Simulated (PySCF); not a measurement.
C₂H₈O₃Sn, charge +1, multiplicity 2. Atoms are numbered in the order given.

```xyz
14

O      0.0275     1.7366     1.1974
Sn     0.3233     0.1679     0.0146
O      0.9211    -1.4871     0.9319
O      1.3160     0.5647    -1.6575
C     -1.8577    -0.3625    -0.7318
C     -2.4306    -1.4462     0.1014
H      0.1231     1.5181     2.1517
H      1.6500    -1.9399     0.4514
H      1.4463     1.5276    -1.8102
H     -2.2729     0.6584    -0.6114
H     -1.5560    -0.6048    -1.7710
H     -2.6185    -1.1584     1.1544
H     -1.8771    -2.4033     0.0457
H     -3.4476    -1.6554    -0.3349
```
Charge +1, spin multiplicity 2.

Geometry optimised at PBE-D3(BJ)/def2-SVP. The def2 effective core potentials stand for the cores of Sn; spin–orbit coupling is left out. One conformer was computed; it need not be the lowest.

Calculation: PBE-D3(BJ)/def2-SVP run with PySCF.

Frequencies are harmonic and unscaled.

Computed harmonic wavenumbers and intensities:
```tsv
mode	ν (cm⁻¹)	IR (km/mol)	moving atoms (share of kinetic energy)
1	18	0.0	H 40 %, C 38 %, O 20 %
2	74	2.6	O 59 %, C 22 %, H 13 %
3	81	0.8	O 50 %, C 22 %, H 20 %
4	119	12.3	O 75 %, H 12 %, Sn 12 %
5	121	9.5	O 76 %, Sn 11 %, H 11 %
6	123	5.6	O 68 %, Sn 23 %, H 8 %
7	168	15.4	C 62 %, H 23 %, Sn 12 %
8	205	0.4	H 88 %, C 10 %
9	251	43.8	H 92 %
10	256	199.8	H 81 %, C 10 %, O 9 %
11	262	48.5	H 91 %
12	322	11.9	C 63 %, H 32 %
13	559	2.5	O 94 %
14	588	4.3	H 44 %, O 42 %, Sn 10 %
15	604	19.1	O 82 %, Sn 15 %
16	616	15.6	H 46 %, O 42 %
17	803	43.4	H 90 %, C 10 %
18	807	40.6	H 93 %
19	809	17.1	H 93 %
20	839	131.7	H 92 %
21	846	122.0	H 92 %
22	1035	183.5	H 61 %, C 39 %
23	1071	1.4	C 59 %, H 41 %
24	1162	1.2	H 70 %, C 30 %
25	1260	99.8	H 88 %, C 12 %
26	1311	23.4	H 98 %
27	1387	18.9	H 91 %, C 9 %
28	1420	2.1	H 79 %, C 21 %
29	2851	212.1	H 94 %
30	3009	33.5	H 95 %
31	3027	5.4	H 94 %
32	3094	0.0	H 90 %, C 10 %
33	3114	5.1	H 90 %, C 10 %
34	3638	283.6	H 94 %
35	3639	270.9	H 94 %
36	3645	146.8	H 94 %
```
